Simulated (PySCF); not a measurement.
C₂H₈AsGa, triplet, at a GFN2-xTB geometry (such geometries of metal compounds can be far from the true shape) (a higher spin typed on purpose: for a closed-shell molecule this is an excited state), with bond 7-6 at 1.8 times its length; CASSCF(4,4)/STO-3G in PySCF.

Here is a job for PySCF.
```python
from pyscf import gto, scf, mcscf
import numpy

mol = gto.M(
    atom='''
Ga    0.042604   -1.277312   -0.108421
C     2.082982   -0.872226   -0.707592
H     2.683622   -1.781287   -0.634725
H     2.502214   -0.122244   -0.032823
H     2.140841   -0.499424   -1.732196
C    -0.420879   -1.148396    2.004624
H    -0.353391   -2.929688    2.832840
H    -1.409990   -0.720386    2.180147
H     0.330772   -0.513300    2.479023
As   -0.450761    1.660502   -0.217728
H    -1.899901    1.252513   -0.254272
H    -0.382393    1.445969   -1.706008
''',
    basis='sto-3g',
    charge=0,
    spin=2,
    verbose=4,
)

mf = scf.ROHF(mol)
mf.kernel()
mc = mcscf.CASSCF(mf, 4, 4)
mc.fix_spin_(ss=2.0)
mc.kernel()
occ = numpy.linalg.eigvalsh(mc.fcisolver.make_rdm1(mc.ci, mc.ncas, mc.nelecas))[::-1]
ss = mc.fcisolver.spin_square(mc.ci, mc.ncas, mc.nelecas)[0]
print('natural occupations', occ.round(4), ' <S^2>', round(ss, 4))
```

**Question.** Predict the main parts of the log of this PySCF run.

**Answer.** 
```
PySCF version 2.14.0

[INPUT] verbose = 4
[INPUT] num. atoms = 12
[INPUT] num. electrons = 84
[INPUT] charge = 0
[INPUT] spin (= nelec alpha-beta = 2S) = 2
[INPUT] symmetry False subgroup None
[INPUT] Mole.unit = angstrom
[INPUT] Symbol           X                Y                Z      unit          X                Y                Z       unit  Magmom
[...]
nuclear repulsion = 458.921870122209
number of shells = 30
number of NR pGTOs = 162
number of NR cGTOs = 54
basis = sto-3g
ecp = {}

******** <class 'pyscf.scf.rohf.ROHF'> ********
method = ROHF
initial guess = minao
damping factor = 0
level_shift factor = 0
DIIS = <class 'pyscf.scf.diis.CDIIS'>
diis_start_cycle = 1
diis_space = 8
diis_damp = 0
SCF conv_tol = 1e-09
SCF conv_tol_grad = None
SCF max_cycles = 50
direct_scf = True
direct_scf_tol = 1e-13
num. doubly occ = 41  num. singly occ = 2
Set gradient conv threshold to 3.16228e-05
init E= -4183.2317776478
[...]
cycle= 1 E= -4188.86170431278  delta_E= -5.63  |g|= 0.661  |ddm|= 2.72

WARN: HOMO 0.140809660610985 >= LUMO 0.130715340486143

cycle= 2 E= -4183.20259677062  delta_E= 5.66  |g|=  2.5  |ddm|= 3.16
[...]
cycle= 3 E= -4189.1548915907  delta_E= -5.95  |g|= 0.357  |ddm|=  3.1
[...]
cycle= 4 E= -4189.24862512576  delta_E= -0.0937  |g|= 0.176  |ddm|= 0.79
[...]
cycle= 5 E= -4189.28467220828  delta_E= -0.036  |g|= 0.0979  |ddm|= 0.355
[...]
cycle= 6 E= -4189.31144706389  delta_E= -0.0268  |g|= 0.069  |ddm|= 0.319
[...]
cycle= 7 E= -4189.32918909927  delta_E= -0.0177  |g|= 0.0817  |ddm|= 0.199
[...]
cycle= 8 E= -4189.31376331515  delta_E= 0.0154  |g|= 0.0663  |ddm|= 0.189
[...]
cycle= 9 E= -4189.2937580382  delta_E= 0.02  |g|= 0.0649  |ddm|= 0.439
[...]
cycle= 10 E= -4189.28789750886  delta_E= 0.00586  |g|= 0.0731  |ddm|= 0.164
[...]
cycle= 11 E= -4189.27895643715  delta_E= 0.00894  |g|= 0.145  |ddm|= 0.345
[...]
cycle= 12 E= -4189.25627649149  delta_E= 0.0227  |g|= 0.307  |ddm|= 0.527
[...]
cycle= 13 E= -4189.23889907331  delta_E= 0.0174  |g|= 0.526  |ddm|= 0.663
[...]
cycle= 14 E= -4189.24786446397  delta_E= -0.00897  |g|= 0.205  |ddm|= 1.53
[...]
cycle= 15 E= -4189.25230901748  delta_E= -0.00444  |g|= 0.207  |ddm|= 0.149
[...]
cycle= 16 E= -4189.20138332932  delta_E= 0.0509  |g|= 0.444  |ddm|= 1.48
[...]
cycle= 17 E= -4189.15705230325  delta_E= 0.0443  |g|= 0.536  |ddm|= 0.394
[...]
cycle= 18 E= -4189.30202238208  delta_E= -0.145  |g|= 0.213  |ddm|= 1.21
[...]
cycle= 19 E= -4189.26756504029  delta_E= 0.0345  |g|= 0.205  |ddm|= 0.467
[...]
cycle= 20 E= -4189.15406367697  delta_E= 0.114  |g|= 0.585  |ddm|= 1.43
[...]
cycle= 21 E= -4189.20112652552  delta_E= -0.0471  |g|= 0.501  |ddm|= 1.11
[...]
cycle= 22 E= -4189.32205452393  delta_E= -0.121  |g|= 0.148  |ddm|= 0.847
[...]
cycle= 23 E= -4189.31857968813  delta_E= 0.00347  |g|= 0.11  |ddm|= 0.456
[...]
cycle= 24 E= -4189.32923009966  delta_E= -0.0107  |g|= 0.113  |ddm|= 0.293
[...]
cycle= 25 E= -4189.32422965982  delta_E= 0.005  |g|= 0.108  |ddm|= 0.164
[...]
cycle= 26 E= -4189.31394706761  delta_E= 0.0103  |g|= 0.137  |ddm|= 0.282
[...]
cycle= 27 E= -4189.31834545473  delta_E= -0.0044  |g|= 0.22  |ddm|= 0.376
[...]
cycle= 28 E= -4189.29337941284  delta_E= 0.025  |g|= 0.223  |ddm|= 0.342
[...]
cycle= 29 E= -4189.2937390862  delta_E= -0.00036  |g|= 0.215  |ddm|= 0.0395
[...]
cycle= 30 E= -4189.3009984033  delta_E= -0.00726  |g|= 0.192  |ddm|= 0.188
[...]
cycle= 31 E= -4189.32970534914  delta_E= -0.0287  |g|= 0.178  |ddm|= 0.462
[...]
cycle= 32 E= -4189.31518840029  delta_E= 0.0145  |g|= 0.245  |ddm|= 0.449
[...]
cycle= 33 E= -4189.31993771149  delta_E= -0.00475  |g|= 0.236  |ddm|= 0.0407
[...]
cycle= 34 E= -4189.29428969919  delta_E= 0.0256  |g|= 0.245  |ddm|= 0.257
[...]
cycle= 35 E= -4189.34416298978  delta_E= -0.0499  |g|= 0.179  |ddm|= 0.513
[...]
cycle= 36 E= -4189.327526818  delta_E= 0.0166  |g|= 0.272  |ddm|= 0.493
[...]
cycle= 37 E= -4189.31342110101  delta_E= 0.0141  |g|= 0.294  |ddm|= 0.0967
[...]
cycle= 38 E= -4189.26027887958  delta_E= 0.0531  |g|= 0.357  |ddm|= 0.347
[...]
cycle= 39 E= -4189.2836131611  delta_E= -0.0233  |g|= 0.332  |ddm|= 0.189
[...]
cycle= 40 E= -4189.33380827317  delta_E= -0.0502  |g|= 0.256  |ddm|= 0.256
[...]
cycle= 41 E= -4189.33637687328  delta_E= -0.00257  |g|= 0.255  |ddm|= 0.0362
[...]
cycle= 42 E= -4189.40005675719  delta_E= -0.0637  |g|= 0.188  |ddm|= 0.675
[...]
cycle= 43 E= -4189.34319610058  delta_E= 0.0569  |g|= 0.285  |ddm|= 0.376
[...]
cycle= 44 E= -4189.42515727271  delta_E= -0.082  |g|= 0.187  |ddm|=  1.1
[...]
cycle= 45 E= -4189.45139620865  delta_E= -0.0262  |g|= 0.0645  |ddm|= 0.336
[...]
cycle= 46 E= -4189.30304975609  delta_E= 0.148  |g|= 0.249  |ddm|= 1.23
[...]
cycle= 47 E= -4189.29418599293  delta_E= 0.00886  |g|= 0.237  |ddm|= 0.162
[...]
cycle= 48 E= -4189.29894529106  delta_E= -0.00476  |g|= 0.223  |ddm|= 0.0427
[...]
cycle= 49 E= -4189.30757131203  delta_E= -0.00863  |g|= 0.199  |ddm|= 0.0592
[...]
cycle= 50 E= -4189.29778473179  delta_E= 0.00979  |g|= 0.211  |ddm|= 0.0946
SCF not converged.
SCF energy = -4189.29778473179

******** <class 'pyscf.mcscf.mc1step.CASSCF'> ********
CAS (3e+1e, 4o), ncore = 40, nvir = 10
max_cycle_macro = 50
max_cycle_micro = 4
conv_tol = 1e-07
conv_tol_grad = None
orbital rotation max_stepsize = 0.02
orbital rotation threshold for CI restart = 0.01
augmented hessian ah_max_cycle = 30
augmented hessian ah_conv_tol = 1e-12
augmented hessian ah_linear dependence = 1e-14
augmented hessian ah_level shift = 1e-08
augmented hessian ah_start_tol = 2.5
augmented hessian ah_start_cycle = 3
augmented hessian ah_grad_trust_region = 3
kf_trust_region = 3
kf_interval = 4
ci_response_space = 4
ci_grad_trust_region = 3
with_dep4 0
natorb = False
canonicalization = True
sorting_mo_energy = False
ao2mo_level = 2
internal_rotation = False
******** <class 'pyscf.fci.addons.SpinPenaltyFCISolver'> ********
max. cycles = 50
conv_tol = 1e-08
davidson only = True
linear dependence = 1e-12
level shift = 0.001
max iter space = 12
nroots = 1
pspace_size = 400
spin = None
CASCI E = -4189.38723600710  S^2 = 2.0000000
Set conv_tol_grad to 0.000316228
macro iter   1 ( 21 JK    4 micro), CASSCF E = -4189.47146597545  dE = -8.42299684e-02  S^2 = 2.0000000
               |grad[o]|=0.167  |grad[c]|=0.0529  |ddm|=0.238  |maxRot[o]|=0.313
macro iter   2 ( 21 JK    4 micro), CASSCF E = -4189.49440589642  dE = -2.29399210e-02  S^2 = 2.0000000
               |grad[o]|= 0.11  |grad[c]|=0.0204  |ddm|=0.0584  |maxRot[o]|=0.196
macro iter   3 ( 21 JK    4 micro), CASSCF E = -4189.50067997852  dE = -6.27408211e-03  S^2 = 2.0000000
               |grad[o]|=0.0598  |grad[c]|=0.00701  |ddm|=0.022  |maxRot[o]|=0.246
macro iter   4 ( 21 JK    4 micro), CASSCF E = -4189.50176111616  dE = -1.08113764e-03  S^2 = 2.0000000
               |grad[o]|=0.0242  |grad[c]|=0.00793  |ddm|=0.187  |maxRot[o]|=0.192
macro iter   5 ( 20 JK    4 micro), CASSCF E = -4189.50201600694  dE = -2.54890780e-04  S^2 = 2.0000000
               |grad[o]|=0.0103  |grad[c]|=0.00124  |ddm|=0.00576  |maxRot[o]|= 0.02
macro iter   6 ( 12 JK    3 micro), CASSCF E = -4189.50214427375  dE = -1.28266805e-04  S^2 = 2.0000000
               |grad[o]|=0.00237  |grad[c]|=0.000649  |ddm|=0.0167  |maxRot[o]|=0.149
macro iter   7 ( 16 JK    4 micro), CASSCF E = -4189.50219822955  dE = -5.39557986e-05  S^2 = 2.0000000
               |grad[o]|=0.00183  |grad[c]|=0.00249  |ddm|=0.0198  |maxRot[o]|=0.163
macro iter   8 ( 20 JK    4 micro), CASSCF E = -4189.50221574087  dE = -1.75113200e-05  S^2 = 2.0000000
               |grad[o]|=0.00236  |grad[c]|=0.000677  |ddm|=0.00184  |maxRot[o]|=0.0261
macro iter   9 (  7 JK    2 micro), CASSCF E = -4189.50223025410  dE = -1.45132308e-05  S^2 = 2.0000000
               |grad[o]|=0.000557  |grad[c]|=0.000142  |ddm|=0.000949  |maxRot[o]|=0.0699
macro iter  10 ( 16 JK    4 micro), CASSCF E = -4189.50224179407  dE = -1.15399689e-05  S^2 = 2.0000000
               |grad[o]|=0.00028  |grad[c]|=0.00251  |ddm|=0.0284  |maxRot[o]|=0.172
macro iter  11 ( 20 JK    4 micro), CASSCF E = -4189.50226772616  dE = -2.59320914e-05  S^2 = 2.0000000
               |grad[o]|=0.00237  |grad[c]|=0.00161  |ddm|=0.00306  |maxRot[o]|=0.061
macro iter  12 ( 17 JK    4 micro), CASSCF E = -4189.50228452376  dE = -1.67975977e-05  S^2 = 2.0000000
               |grad[o]|=0.000512  |grad[c]|=0.000591  |ddm|=0.00798  |maxRot[o]|=0.0862
macro iter  13 ( 19 JK    4 micro), CASSCF E = -4189.50229569643  dE = -1.11726704e-05  S^2 = 2.0000000
               |grad[o]|=0.000857  |grad[c]|=0.000142  |ddm|=0.00446  |maxRot[o]|=0.0448
macro iter  14 ( 21 JK    4 micro), CASSCF E = -4189.50230156978  dE = -5.87335308e-06  S^2 = 2.0000000
               |grad[o]|=0.000492  |grad[c]|=0.000185  |ddm|=0.00394  |maxRot[o]|=0.033
macro iter  15 ( 22 JK    4 micro), CASSCF E = -4189.50230445355  dE = -2.88377214e-06  S^2 = 2.0000000
               |grad[o]|=0.000375  |grad[c]|=0.000223  |ddm|=0.00293  |maxRot[o]|=0.0254
macro iter  16 ( 17 JK    3 micro), CASSCF E = -4189.50230545224  dE = -9.98683390e-07  S^2 = 2.0000000
               |grad[o]|=0.000194  |grad[c]|=0.000115  |ddm|=0.00202  |maxRot[o]|=0.0132
macro iter  17 ( 14 JK    2 micro), CASSCF E = -4189.50230569319  dE = -2.40948793e-07  S^2 = 2.0000000
               |grad[o]|=6.87e-05  |grad[c]|=0.000125  |ddm|=0.000981  |maxRot[o]|=0.0065
macro iter  18 ( 12 JK    2 micro), CASSCF E = -4189.50230580021  dE = -1.07029337e-07  S^2 = 2.0000000
               |grad[o]|=3.9e-05  |grad[c]|=7.48e-05  |ddm|=0.000723  |maxRot[o]|=0.00451
macro iter  19 (  1 JK    1 micro), CASSCF E = -4189.50230580278  dE = -2.56750354e-09  S^2 = 2.0000000
               |grad[o]|=2.3e-05  |grad[c]|=2.69e-05  |ddm|=5.74e-05  |maxRot[o]|=    0
1-step CASSCF converged in  19 macro (318 JK  65 micro) steps
CASSCF canonicalization
Density matrix diagonal elements [1.06432238 1.38856003 1.24339446 0.30372314]
CASSCF energy = -4189.50230580278
CASCI E = -4189.50230580278  E(CI) = -3.61220226467412  S^2 = 2.0000000
natural occupations [1.8731 1.0079 1.     0.119 ]  <S^2> 2.0
```

The run did not converge; its last values are not results.
